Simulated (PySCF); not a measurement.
## Structure from 2D NMR

Compound of formula C4H15NOSi3. Correlations simulated from computed shifts and the bond graph:

HSQC (one-bond C–H):
```csv
δH,δC
6.43,137.4
4.32,71.6
1.73,15.7
```

HMBC (two and three bonds, from the bond graph):
```csv
δH,δC
6.43,"126.1, 71.6, 15.7"
4.95,71.6
4.81,137.4
4.32,"137.4, 126.1, 15.7"
1.73,"137.4, 126.1, 71.6"
```

Carbons without hydrogens: δ 126.1.

Computed data (PySCF 2.14): structure optimised with GFN2-xTB, PBE0/pcSseg-1 with gauge-including orbitals. One computed conformer, no relativistic terms, in vacuum, averaged over atoms made equivalent by symmetry, fast rotation or ring inversion.

Scale: 1H (σ = 31.72 ppm) and 13C (σ = 186.93 ppm) against TMS (reference shieldings calculated alike).

Exchangeable hydrogens are left out of these lists.

Problem. Assemble the structure.

Solution. `O(C/C(C)=C/N([SiH3])[SiH3])[SiH3]`.

Structure with atom numbers: `[CH3:1]/[C:2](=[CH:3]\[N:4]([SiH3:5])[SiH3:6])[CH2:7][O:8][SiH3:9]`; H(Xn) means a hydrogen on atom n.

- δC 137.4 is C3, an alkene carbon bearing nitrogen (δH 6.43).
- δC 126.1 is C2, a β carbon of an enol-ether or enamine type C=C.
- δC 71.6 is C7, an allylic sp3 CH2 bonded to O (δH 4.32).
- δC 15.7 is C1, an allylic methyl carbon (δH 1.73).
- HMBC from δH 6.43 reaches the proton-free carbon C2.
- HMBC from δH 4.32 reaches the proton-free carbon C2.
- HMBC from δH 1.73 reaches the proton-free carbon C2.

The shifts were computed for this structure.

Shifts are as computed. Against solution values, carbons near 30 ppm lie about +3 ppm off and those near 130 ppm about +5 ppm. Of 1211 compounds with measured shifts, 218 miss one by over three times the rms of a fit or turn the order of signals round; such compounds aren't used in these exercises.
